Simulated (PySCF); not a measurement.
A run for PySCF: R-HF/STO-3G on C3H5NO (a complex), monomers drawn apart or pushed together.

```python
from pyscf import gto, scf, dft, mp
from pyscf.data.elements import chemcore

mol = gto.M(
    atom='''
    C    -0.04712003    0.55655918   -0.60178301
    C     0.31038455   -0.19620092    0.26016653
    H    -0.35388448    1.20804615   -1.38341801
    H     0.60596973   -0.83132838    1.06888205
    N    -0.55162406    0.89985288    3.62085758
    C     0.00961851   -0.17991280    4.20774587
    O     0.56156591   -1.08891561    3.62118271
    H    -0.53168353    0.99685308    2.61587332
    H    -0.99142336    1.61371546    4.17380603
    H    -0.08113377   -0.16245611    5.30824777
    ''',
    basis='sto-3g',
    charge=0, spin=0, verbose=3, max_memory=1800)
mf = scf.RHF(mol)
mf.conv_tol = 1e-8
mf.max_cycle = 100
mf.kernel()
if not mf.converged:
    mf = mf.newton().run(mf.mo_coeff, mf.mo_occ)
```

Output:

```
converged SCF energy = -242.541264431729
```

The calculation finished and met its thresholds.

Cost: very roughly 0.17 core-seconds.
